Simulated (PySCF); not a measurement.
These compounds are isomers of formula C$_{7}$H$_{11}$ClSi.

A. `Cl[C@@H]1[SiH2]C=C1C1CCC1`
B. `C=C[SiH2][C@@](C)(Cl)C#CC`
C. `ClC1=CC=C(CCC)[SiH2]1`
D. `C=C[C@](C)(Cl)C1=C[SiH2]C1`

Spectrum 1. 1H NMR (400 MHz, computed): δ 6.68 (m, 1H), 5.91 (m, 1H), 5.54 (m, 1H), 5.50 (m, 1H), 4.76 (m, 1H), 4.76 (m, 1H), 2.47 (m, 1H), 1.96 (m, 1H), 1.80 (s, 3H). 13C{1H} NMR (computed): δ 174.9 (C), 151.3 (CH), 135.0 (CH), 119.6 (CH2), 73.8 (C), 26.6 (CH3), 17.2 (CH2).

Spectrum 2. 1H NMR (400 MHz, computed): δ 6.87 (m, 1H), 6.79 (m, 1H), 4.57 (s, 2H), 2.35 (t, 2H), 1.47 (m, 2H), 1.10 (t, 3H). 13C{1H} NMR (computed): δ 150.8 (C), 150.6 (CH), 150.2 (CH), 150.0 (C), 40.8 (CH2), 29.5 (CH2), 16.0 (CH3).

Spectrum 3. 1H NMR (400 MHz, computed): δ 6.78 (m, 1H), 6.59 (m, 1H), 6.34 (m, 1H), 4.64 (m, 1H), 4.28 (m, 1H), 2.14 (s, 3H), 1.84 (s, 3H). 13C{1H} NMR (computed): δ 145.4 (CH2), 139.6 (CH), 93.7 (C), 88.0 (C), 52.1 (C), 32.2 (CH3), 5.2 (CH3).

Spectrum 4. 1H NMR (400 MHz, computed): δ 5.86 (m, 1H), 5.08 (m, 1H), 4.75 (m, 1H), 4.26 (m, 1H), 3.64 (m, 1H), 2.37 (m, 1H), 2.33 (m, 1H), 2.16 (m, 1H), 2.07 (m, 1H), 1.81 (m, 1H), 1.78 (m, 1H). 13C{1H} NMR (computed): δ 184.3 (C), 130.6 (CH), 50.1 (CH), 36.5 (CH), 28.2 (CH2), 23.5 (CH2), 16.6 (CH2).

Computed data (PySCF 2.14.0 with density-fitted response routines): GFN2-xTB structure, shielding tensors at PBE0/pcSseg-1 (GIAO). Single conformer, one averaged value for each set of equivalent atoms, non-relativistic, gas phase.

δ = σ(ref) − σ, references computed at the same level: 1H, 13C vs TMS. Where no couplings were computed, multiplicities follow the n + 1 count of equivalent neighbours, and m marks all less simple cases (inequivalent or close neighbours, rings, F or P nearby). Shifts are as computed. Against solution values, carbons near 30 ppm lie about +3 ppm off and those near 130 ppm about +5 ppm; carbons on Cl a further +6 ppm. Of 1211 compounds with measured shifts, 218 miss one by over three times the rms of a fit or turn the order of signals round; such compounds aren't used in these exercises. Carbons bonded to Cl come out too deshielded.

Question: Match each spectrum to its structure.

Answer: 1–D, 2–C, 3–B, 4–A.

- Spectrum 1 (D): 7 13C signals; δC 151.3 is an alkene CH; δC 135.0 is an alkene CH.
- Spectrum 2 (C): 7 13C signals; δC 150.8 is a fully substituted alkene carbon; δC 150.6 is an alkene CH.
- Spectrum 3 (B): 7 13C signals; δC 145.4 is a terminal =CH2 carbon; δC 139.6 is an alkene CH.
- Spectrum 4 (A): 7 13C signals; δC 130.6 is an alkene CH; δC 50.1 is an allylic sp3 CH bonded to Cl and Si.
